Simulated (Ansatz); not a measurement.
C2H6S2Si, SMILES `[SiH3]SCC=S`. Total charge 0; spin multiplicity 1.

```tsv
atom	x (Å)	y (Å)	z (Å)
Si1	1.234	-1.322	0.278
S2	-0.658	-0.783	1.125
C3	-0.830	0.943	0.540
C4	-1.062	0.900	-0.923
S5	0.017	1.334	-2.037
H6	2.253	-0.300	0.625
H7	1.185	-1.504	-1.193
H8	1.537	-2.616	0.937
H9	0.055	1.524	0.795
H10	-1.701	1.334	1.072
H11	-2.030	0.490	-1.219
```

**Question.** Give the diagnostics of a CCSD(T)/def2-TZVPP run (frozen core, Ansatz 0.2.0). (Best estimate.)

**Answer.** Ansatz gave: T1 = 0.0150, largest single amplitude 0.040, largest double 0.085, (T) share of the correlation energy 4.7 %, 10 CCSD cycles. The RHF solution is unstable towards an unrestricted one. T1 lies under the customary mark of 0.02 for closed shells.
